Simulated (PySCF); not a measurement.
PySCF input file for FeCl3, SMILES [Cl][Fe]([Cl])[Cl] (connectivity only; charge and spin as stated), neutral, multiplicity 6, B3LYP-D3(BJ)/def2-SVP. Geometry optimised at B3LYP-D3(BJ)/def2-SVP. The multiplicity is an assumed one; other spin states were not compared. The isomer is the one that the SMILES or the coordinates give; other isomers of the formula were not compared.

```python
import numpy as np
from pyscf import gto, scf, dft, df
from pyscf.hessian import thermo

mol = gto.M(
    atom='''
    Fe    0.00000000   -0.00000000    0.00000000
    Cl    2.15063429   -0.00000000   -0.00000000
    Cl   -1.07531714   -1.86250393   -0.00000000
    Cl   -1.07531715    1.86250393    0.00000000
    ''',
    basis='def2-SVP',
    charge=0,
    spin=5,
    max_memory=1600,
    verbose=3,
)
mf = dft.UKS(mol, xc='b3lyp').density_fit(auxbasis='def2-universal-jkfit')
mf.disp = 'd3bj'
mf.grids.level = 3
mf.conv_tol = 1e-11
mf.max_cycle = 100
mf.kernel()
fine, coarse = mf.grids, dft.Grids(mol).set(level=1).build(with_non0tab=True)
for _ in range(3):  # follow internal instabilities
    mf.grids = coarse
    mo, _, stable, _ = mf.stability(return_status=True, nroots=4)
    mf.grids = fine
    if stable:
        break
    mf.kernel(mf.make_rdm1(mo, mf.mo_occ))

# [left out here: the lines that compute and print the analytic Hessian (its translational invariance restored by hand, since the grid's response is missing), thermochemistry and intensities]
```

Program output:

```

WARN: HOMO 0.261499346052309 >= LUMO -0.00154811026966328


WARN: HOMO -0.538277387187082 >= LUMO -0.597299367143055


WARN: HOMO -0.429120237716452 >= LUMO -0.430291368624687


WARN: HOMO -0.330817922488642 >= LUMO -0.407089855635099


WARN: HOMO 0.534212326117311 >= LUMO 0.0941879732950754


WARN: HOMO -0.141218950274962 >= LUMO -0.146088055311462

converged SCF energy = -2643.92382179157  <S^2> = 8.7586711  2S+1 = 6.0028897
<class 'pyscf.df.df_jk.DFUKS'> wavefunction is stable in the internal stability analysis

WARN: DFTD3 does not support analytical Hessian, using finite difference


WARN: Mole.unit (angstrom) is changed to Bohr

Mode                                 0                   1                   2
Irrep
Freq [cm^-1]                       86.7070            107.1401            107.1548
Reduced mass [au]                  46.6118             37.6271             37.6273
Force const [Dyne/A]                0.2065              0.2545              0.2546
Char temp [K]                     124.7520            154.1507            154.1719
Normal mode                   x     y     z       x     y     z       x     y     z
       0  Fe                -0.00 -0.00  0.11   -0.00  0.05  0.00    0.05  0.00  0.00
       1  Cl                -0.00  0.00 -0.06   -0.00 -0.11 -0.00    0.06 -0.00 -0.00
       2  Cl                 0.00 -0.00 -0.06    0.07  0.01 -0.00   -0.07  0.07 -0.00
       3  Cl                 0.00  0.00 -0.06   -0.07  0.01 -0.00   -0.07 -0.07 -0.00
Mode                                 3                   4                   5
Irrep
Freq [cm^-1]                      354.0113            463.4439            463.4527
Reduced mass [au]                  35.4500             43.3162             43.3164
Force const [Dyne/A]                2.6176              5.4814              5.4817
Char temp [K]                     509.3435            666.7926            666.8052
Normal mode                   x     y     z       x     y     z       x     y     z
       0  Fe                -0.00 -0.00  0.00   -0.09  0.00 -0.00   -0.00 -0.09  0.00
       1  Cl                 0.10  0.00 -0.00    0.10 -0.00  0.00    0.00  0.00 -0.00
       2  Cl                -0.05 -0.08 -0.00    0.03  0.04  0.00    0.04  0.07 -0.00
       3  Cl                -0.05  0.08 -0.00    0.03 -0.04  0.00   -0.04  0.07 -0.00
temperature 298.1500 [K]
pressure 101325.00 [Pa]
Rotational constants [GHz] 2.05483 2.05483 1.02742
Symmetry number 6
Zero-point energy (ZPE) 0.00360 [Eh]   9461.921 [J/mol]
                           tot       elec      trans        rot        vib
Entropy [J/mol/K]       346.806     14.898    172.212    105.164     54.532
Cv [J/mol/K]             67.096      0.000     12.472     12.472     42.153
Cp [J/mol/K]             75.411      0.000     20.786     12.472     42.153
Internal energy [J/mol]                      3718.434   3718.434  17507.714
Internal energy [Eh]   -2643.91432  -2643.92382
Enthalpy [J/mol]                             6197.391   3718.434  17507.714
Enthalpy [Eh]          -2643.91338
Gibbs free energy [J/mol]                  -45147.542 -27636.270   1248.983
Gibbs free energy [Eh] -2643.95276
mode   freq/cm-1   IR/(km/mol)
   1       86.71        22.111
   2      107.14         1.334
   3      107.15         1.334
   4      354.01         0.000
   5      463.44        85.468
   6      463.45        85.447
max |gradient| / (hartree/bohr): 7.34367916704966e-05
APT charges: [ 1.4173 -0.4724 -0.4724 -0.4724]
```

The run converged.
